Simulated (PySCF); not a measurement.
Species: C₂H₃BrGe.
Bonds: C1–C2 (triple), C2–Ge3, Ge3–Br4. Hydrogens: H5 on C1; H6, H7 on Ge3.

Computed, not measured: PBE0-D3(BJ)/def2-SVP geometry optimisation, gas phase in PySCF 2.14.0.

Question: Give the optimised bond lengths and angles.

Answer: 
```
          bond  length (Å)   order
         C1≡C2       1.216  triple
        C2–Ge3       1.892  single
       Ge3–Br4       2.306  single
         C1–H5       1.076  single
Ge3–H6, Ge3–H7       1.531  single
```

Bonds in one row agree within 0.01 Å and their mean is given. Orders are formal, as drawn. A selection of angles:
```
     angle  degrees
  C2–C1–H5    179.9
 C1–C2–Ge3    177.4
C2–Ge3–Br4    106.8
 C2–Ge3–H6    110.7
Br4–Ge3–H6    107.9
 H6–Ge3–H7    112.9
```

Ge3 (germanium bonded to Br, C and 2 H) is tetrahedral (angles from 106.8° to 112.9°). The 4 heavy atoms lie in one plane (0.001 Å rms).

Point group: Cs (every atom within 0.08 Å of its image). No frequency check.

Hardware: an Arm Neoverse V1 with one thread (shared host). Cost: 29 s wall. These figures are those of the optimisation.
